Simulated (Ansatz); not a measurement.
```yaml
crystal:
  periodic: [false, false, false]
  atoms:
    - {symbol: C, position_ang: [1.699978, -1.769667, -2.063030]}
    - {symbol: C, position_ang: [1.593107, -1.601217, -0.749979]}
    - {symbol: Sn, position_ang: [0.383957, -0.067742, 0.102268]}
    - {symbol: C, position_ang: [-0.300236, 1.184088, -1.480414]}
    - {symbol: C, position_ang: [-1.416788, 0.944643, -2.159360]}
    - {symbol: C, position_ang: [-1.310080, -0.892930, 1.096991]}
    - {symbol: C, position_ang: [-2.473860, -0.258757, 1.188259]}
    - {symbol: C, position_ang: [1.505794, 1.046150, 1.530596]}
    - {symbol: C, position_ang: [1.053418, 1.281491, 2.756930]}
    - {symbol: H, position_ang: [1.173837, -1.133104, -2.770220]}
    - {symbol: H, position_ang: [2.317872, -2.553564, -2.496063]}
    - {symbol: H, position_ang: [2.145118, -2.268225, -0.090284]}
    - {symbol: H, position_ang: [0.293355, 2.055739, -1.749354]}
    - {symbol: H, position_ang: [-1.748392, 1.591162, -2.969378]}
    - {symbol: H, position_ang: [-2.058534, 0.095541, -1.939091]}
    - {symbol: H, position_ang: [-1.217221, -1.875258, 1.556248]}
    - {symbol: H, position_ang: [-2.635730, 0.721692, 0.747981]}
    - {symbol: H, position_ang: [-3.327229, -0.692396, 1.705747]}
    - {symbol: H, position_ang: [2.483594, 1.433684, 1.250475]}
    - {symbol: H, position_ang: [0.085406, 0.918486, 3.093492]}
    - {symbol: H, position_ang: [1.627834, 1.850786, 3.484783]}
basis:
  gaussian: {orbitals: "6-311G**"}
hamiltonian: {xc: {name: wB97M-V}}
accuracy: high
```

```sh
$ ansatz run in.yaml --threads 4 --pin off --events-out ev --progress --plain --max-ram 66560MiB --backend cpu
```

Q: How does Ansatz answer? (Estimate.)

A: Ansatz gave: The program refused the input.
```
Error: <dir> can't be read: No such file or directory (os error 2)
```
